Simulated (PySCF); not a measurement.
PySCF input (M06-2X/def2-TZVPD):

```python
from pyscf import gto, scf, dft

mol = gto.M(
    atom='''
    Si    0.41387277    0.53593628    0.10074365
    C    -1.50396595    0.12440485    0.23211110
    F     0.91202468   -0.95515012   -0.57483931
    H     0.70164181    0.17648512    1.59279781
    H    -1.69464928   -0.88290964    0.62262101
    H    -1.99180302    0.84678538    0.90028039
    H    -1.99383457    0.20645320   -0.74522326
    ''',
    basis='def2-tzvpd',
    charge=-1,
    spin=0,
    verbose=4,
)

mf = dft.RKS(mol, xc='m062x').density_fit(auxbasis='def2-universal-jkfit')
mf.grids.level = 4
mf.conv_tol = 1e-9
mf.max_cycle = 100
mf.max_memory = 1500
mf.kernel()
if not mf.converged:
    mf = mf.newton()
    mf.kernel(mf.make_rdm1())
mf.analyze()
```

Output:

```
PySCF version 2.14.0

[INPUT] verbose = 4
[INPUT] num. atoms = 7
[INPUT] num. electrons = 34
[INPUT] charge = -1
[INPUT] spin (= nelec alpha-beta = 2S) = 0
[INPUT] symmetry False subgroup None
[INPUT] Mole.unit = angstrom
[INPUT] Symbol           X                Y                Z      unit          X                Y                Z       unit  Magmom
[INPUT]  1 Si     0.413872770000   0.535936280000   0.100743650000 AA    0.782106185715   1.012772789418   0.190377907289 Bohr   0.0
[INPUT]  2 C     -1.503965950000   0.124404850000   0.232111100000 AA   -2.842083746171   0.235091095068   0.438626409472 Bohr   0.0
[INPUT]  3 F      0.912024680000  -0.955150120000  -0.574839310000 AA    1.723476864044  -1.804972134645  -1.086288861534 Bohr   0.0
[INPUT]  4 H      0.701641810000   0.176485120000   1.592797810000 AA    1.325910858444   0.333508541861   3.009951632707 Bohr   0.0
[INPUT]  5 H     -1.694649280000  -0.882909640000   0.622621010000 AA   -3.202423016391  -1.668457412338   1.176583188300 Bohr   0.0
[INPUT]  6 H     -1.991803020000   0.846785380000   0.900280390000 AA   -3.763962201882   1.600192454486   1.701283372417 Bohr   0.0
[INPUT]  7 H     -1.993834570000   0.206453200000  -0.745223260000 AA   -3.767801274990   0.390140005540  -1.408267863056 Bohr   0.0

nuclear repulsion = 103.010548596219
number of shells = 62
number of NR pGTOs = 220
number of NR cGTOs = 156
basis = def2-tzvpd
ecp = {}

******** <class 'pyscf.df.df_jk.DFRKS'> ********
method = DFRKS
initial guess = minao
damping factor = 0
level_shift factor = 0
DIIS = <class 'pyscf.scf.diis.CDIIS'>
diis_start_cycle = 1
diis_space = 8
diis_damp = 0
SCF conv_tol = 1e-09
SCF conv_tol_grad = None
SCF max_cycles = 100
direct_scf = False
XC library pyscf.dft.libxc version 7.1.2
    S. Lehtola, C. Steigemann, M. J. T. Oliveira, and M. A. L. Marques,  SoftwareX 7, 1–5 (2018)
XC functionals = m062x
    Y. Zhao and D. G. Truhlar,  Theor. Chem. Acc. 120, 215 (2008)
    Y. Zhao and D. G. Truhlar,  Theor. Chem. Acc. 120, 215 (2008)
radial grids:
    Treutler-Ahlrichs [JCP 102, 346 (1995); DOI:10.1063/1.469408] (M4) radial grids

becke partition: Becke, JCP 88, 2547 (1988); DOI:10.1063/1.454033
pruning grids: <function nwchem_prune>
grids dens level: 4
symmetrized grids: False
atomic radii adjust function: <function treutler_atomic_radii_adjust>
small_rho_cutoff = 0
Set gradient conv threshold to 3.16228e-05
Initial guess from minao.
tot grids = 149200
******** <class 'pyscf.df.df.DF'> ********
auxbasis = def2-universal-jkfit
init E= -429.684396459391
  HOMO = -0.19878711525547  LUMO = -0.0147926585695811  gap/eV = 5.00674
cycle= 1 E= -429.820501008297  delta_E= -0.136  |g|= 0.583  |ddm|= 1.91
[...]
cycle= 10 E= -429.897604279788  delta_E= -5.76e-10  |g|= 7.4e-06  |ddm|= 0.000296
  HOMO = -0.0258739744432432  LUMO = 0.163224652730911  gap/eV = 5.14564
Extra cycle  E= -429.897604279825  delta_E= -3.75e-11  |g|= 4.92e-06  |ddm|= 6.37e-05
converged SCF energy = -429.897604279825
**** SCF Summaries ****
Total Energy =                        -429.897604279825487
Nuclear Repulsion Energy =             103.010548596219223
One-electron Energy =                 -806.938807426303129
Two-electron Energy =                  274.030654550258419
Two-electron Coulomb Energy =          312.465490787636668
DFT Exchange-Correlation Energy =      -38.434836237378249
HOMO-LUMO gap [eV] =                     5.145635739887971
**** MO energy ****
MO #1   energy= -66.790323427437   occ= 2
MO #2   energy= -24.9930329370423  occ= 2
MO #3   energy= -10.3256830256087  occ= 2
MO #4   energy= -5.32410443841795  occ= 2
MO #5   energy= -3.63481821693155  occ= 2
MO #6   energy= -3.63333651162961  occ= 2
MO #7   energy= -3.63161242135073  occ= 2
MO #8   energy= -1.07427788524342  occ= 2
MO #9   energy= -0.58865903327154  occ= 2
MO #10  energy= -0.382487913765758 occ= 2
MO #11  energy= -0.301909108336197 occ= 2
MO #12  energy= -0.299793569540477 occ= 2
MO #13  energy= -0.27605660650902  occ= 2
MO #14  energy= -0.27222551575692  occ= 2
MO #15  energy= -0.244147555447003 occ= 2
MO #16  energy= -0.140352007283738 occ= 2
MO #17  energy= -0.0258739744432432 occ= 2
MO #18  energy= 0.163224652730911  occ= 0
MO #19  energy= 0.175795636530581  occ= 0
MO #20  energy= 0.204155685491879  occ= 0
MO #21  energy= 0.22445563023424   occ= 0
MO #22  energy= 0.231413056426654  occ= 0
MO #23  energy= 0.233569239307093  occ= 0
MO #24  energy= 0.241715910067143  occ= 0
MO #25  energy= 0.261464764594183  occ= 0
MO #26  energy= 0.262993452851334  occ= 0
MO #27  energy= 0.277751615420888  occ= 0
MO #28  energy= 0.298519648102663  occ= 0
MO #29  energy= 0.305650328788684  occ= 0
MO #30  energy= 0.325246364075206  occ= 0
MO #31  energy= 0.327525840959361  occ= 0
MO #32  energy= 0.339419308441102  occ= 0
MO #33  energy= 0.344818566798217  occ= 0
MO #34  energy= 0.356883291304335  occ= 0
MO #35  energy= 0.373095677707655  occ= 0
MO #36  energy= 0.381733519651533  occ= 0
MO #37  energy= 0.411058873470452  occ= 0
MO #38  energy= 0.425236385019308  occ= 0
MO #39  energy= 0.436452718890281  occ= 0
MO #40  energy= 0.441476588135953  occ= 0
MO #41  energy= 0.450680637386565  occ= 0
MO #42  energy= 0.457743179733549  occ= 0
MO #43  energy= 0.464058111825641  occ= 0
MO #44  energy= 0.479586765830947  occ= 0
MO #45  energy= 0.493186235411198  occ= 0
MO #46  energy= 0.503899921811286  occ= 0
MO #47  energy= 0.511915793623898  occ= 0
MO #48  energy= 0.52230702293871   occ= 0
MO #49  energy= 0.535940204736586  occ= 0
MO #50  energy= 0.556308706700715  occ= 0
MO #51  energy= 0.590583803835088  occ= 0
MO #52  energy= 0.603947111636711  occ= 0
MO #53  energy= 0.616203166166716  occ= 0
MO #54  energy= 0.628759920591895  occ= 0
MO #55  energy= 0.637225650895289  occ= 0
MO #56  energy= 0.64418459696542   occ= 0
MO #57  energy= 0.664685542096091  occ= 0
MO #58  energy= 0.67948936941412   occ= 0
MO #59  energy= 0.705077452640212  occ= 0
MO #60  energy= 0.745834602711596  occ= 0
MO #61  energy= 0.764472328245317  occ= 0
MO #62  energy= 0.796222793774526  occ= 0
MO #63  energy= 0.816519868357535  occ= 0
MO #64  energy= 0.837412944083801  occ= 0
MO #65  energy= 0.847873337023724  occ= 0
MO #66  energy= 0.859062644311666  occ= 0
MO #67  energy= 0.873211516666386  occ= 0
MO #68  energy= 0.882043453297671  occ= 0
MO #69  energy= 0.89850373012651   occ= 0
MO #70  energy= 0.910639368857382  occ= 0
MO #71  energy= 0.932269192150709  occ= 0
MO #72  energy= 0.959292376345912  occ= 0
MO #73  energy= 0.981998231443314  occ= 0
MO #74  energy= 1.08847897974603   occ= 0
MO #75  energy= 1.12773640954277   occ= 0
MO #76  energy= 1.1532750738622    occ= 0
MO #77  energy= 1.20609818012944   occ= 0
MO #78  energy= 1.23613815281952   occ= 0
MO #79  energy= 1.24874140275529   occ= 0
MO #80  energy= 1.30306280744445   occ= 0
MO #81  energy= 1.33431804116365   occ= 0
MO #82  energy= 1.34238656002948   occ= 0
MO #83  energy= 1.36905742529075   occ= 0
MO #84  energy= 1.3838063797374    occ= 0
MO #85  energy= 1.3872927966424    occ= 0
MO #86  energy= 1.43907639609721   occ= 0
MO #87  energy= 1.47266589192234   occ= 0
MO #88  energy= 1.48912289429788   occ= 0
MO #89  energy= 1.53733426199193   occ= 0
MO #90  energy= 1.58936379436241   occ= 0
MO #91  energy= 1.61748013072611   occ= 0
MO #92  energy= 1.62995276091573   occ= 0
MO #93  energy= 1.68300762109627   occ= 0
MO #94  energy= 1.75111984470948   occ= 0
MO #95  energy= 1.77130707860023   occ= 0
MO #96  energy= 1.84480578396046   occ= 0
MO #97  energy= 1.89100746252995   occ= 0
MO #98  energy= 1.9703571314951    occ= 0
MO #99  energy= 1.98395863477474   occ= 0
MO #100 energy= 2.00504736197517   occ= 0
MO #101 energy= 2.01761707647568   occ= 0
MO #102 energy= 2.11370202470955   occ= 0
MO #103 energy= 2.20289595190824   occ= 0
MO #104 energy= 2.2231711310991    occ= 0
MO #105 energy= 2.28107366602018   occ= 0
MO #106 energy= 2.35797410658932   occ= 0
MO #107 energy= 2.39441278338991   occ= 0
[...]
```

It need not be the lowest isomer of its formula. Whether it binds its extra electron was not tested at this geometry.
